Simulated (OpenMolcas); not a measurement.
What dynamic correlation does to the levels of F³⁺

| Item | Value |
| --- | --- |
| Program | OpenMolcas 26.06 |
| Basis | ANO-RCC-VTZP [4s3p2d1f] |
| Scalar Hamiltonian | DKH2, point nucleus |
| Active space | 4 electrons in 8 orbitals (2s 2p 3s 3p) |
| State averaging | 2S+1 = 3 even, 3 roots; 2S+1 = 1 even, 6 roots; 2S+1 = 5 odd, 1 root; 2S+1 = 3 odd, 9 roots; 2S+1 = 1 odd, 8 roots |
| Spin-orbit coupling | RASSI with atomic mean-field integrals over the reference wave functions, term energies averaged over their components |

Methods on the same reference wave functions:
A. CASSCF
B. SS-CASPT2, IPEA 0.25 Eh, imaginary shift 0.1 Eh (closed shells correlated: 1s)
C. XMS-CASPT2, IPEA 0.25 Eh, imaginary shift 0.1 Eh (closed shells correlated: 1s)

Energies in cm⁻¹ above 2s² 2p² ³P₀, the measured ground level; measured values from Moore, Atomic Energy Levels, vol. I, NSRDS-NBS 35 (1971 reprint of NBS Circular 467, 1949).

| Level | A | B | C | Measured |
| --- | --- | --- | --- | --- |
| 2s² 2p² ³P₀ | 0.0 | 0.0 | 0.0 | 0.0 |
| 2s² 2p² ³P₁ | 223 | 223 | 223 | 225 |
| 2s² 2p² ³P₂ | 651 | 650 | 650 | 613 |
| 2s² 2p² ¹D₂ | 27976 | 26000 | 25970 | 25241 |
| 2s² 2p² ¹S₀ | 49837 | 54100 | 54420 | 53544 |
| 2s 2p³ ⁵S°₂ | 65117 | 72720 | 73040 |  |
| 2s 2p³ ³D°₁ | 151457 | 147670 | 147880 |  |
| 2s 2p³ ³D°₂ | 151465 | 147670 | 147880 | 147889 |
| 2s 2p³ ³D°₃ | 151484 | 147690 | 147900 |  |
| 2s 2p³ ³P°₀ | 176473 | 176020 | 176290 |  |
| 2s 2p³ ³P°₁ | 176485 | 176030 | 176300 | 175242 |
| 2s 2p³ ³P°₂ | 176509 | 176060 | 176330 | 175237 |
| 2s 2p³ ¹D°₂ | 243523 | 231350 | 231580 |  |
| 2s 2p³ ³S°₁ | 249194 | 239690 | 240010 |  |
| 2s 2p³ ¹P°₁ | 268338 | 259270 | 259550 | 257390 |

Deviations, from unrounded energies. A percentage is the sum of absolute deviations over the sum of measured energies, with the sign that they share, or ± where signs differ.

```csv
Against measurement,Levels,A,B,C
mean absolute deviation (cm-1),8,2900,630,740
fine structure of the ground term (%),2,±4.8,±4.7,±4.7
other terms of the ground configuration (%),2,±8.2,+1.7,+2.0
other configurations (%),4,+2.3,±0.5,±0.6
```

B lies closest to measurement on these levels and A furthest from it. The largest miss of B in the table is 2s 2p³ ¹P°₁, by +1900 cm-1. The ranking rests on the paired levels alone, and a cruder setting can come out closer through cancelling errors.

Between B and C the level of the table that moves most is 2s 2p³ ³S°₁, by 320 cm-1 (lowest in B, highest in C). Moves below CASPT2's spread within the term are not significant.

The mean deviations of B to C differ by less than CASPT2's widest spread within a term (180 cm-1), so their order carries little weight.

From A to B the spin-free energies of the other terms of 2s² 2p² shown, above ³P, scale by factors of 0.93 to 1.09.

The lowest spin-free term lies below A's lowest term by 0.058 hartree in B, 0.059 hartree in C.

Term energies are means over components that CASPT2 splits; among the terms shown or strongly mixed into the levels shown the widest spread is 180 cm-1 (2s 2p³ ³D°, C). Active for correlation alone: 3p 3s; no level in the range computed is led by a configuration that fills them, so any true level of that kind is missing. Measured partners are found by configuration, term and J. A level has none where our copy of the source lacks it or the pairing is in doubt (some pairs that miss far off the trend of their configuration count as doubtful), and it then counts in no deviation. Only configurations of the active space appear.

° marks odd parity.
